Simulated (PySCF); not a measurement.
(2R)-1-silyloxypropan-2-ol (C₃H₁₀O₂Si), SMILES C[C@@H](O)CO[SiH3].

Coordinates come from a B3LYP-D3(BJ)/def2-SVP optimisation. The values are those of a single conformer.

Method: PBE/def2-TZVP (PySCF).

total energy: -559.93253 hartree
highest occupied level: -6.12 eV
lowest empty level: -0.86 eV
orbital gap: 5.26 eV
dipole moment: 1.71 D
quadrupole, principal values (traceless, Buckingham form, about the centre of nuclear charge): -7.09, 1.02, 6.07 D·Å
mean static polarisability: 74.2 bohr³ (11.00 Å³)
polarisability, principal values: 69.1, 69.5, 84.0 bohr³
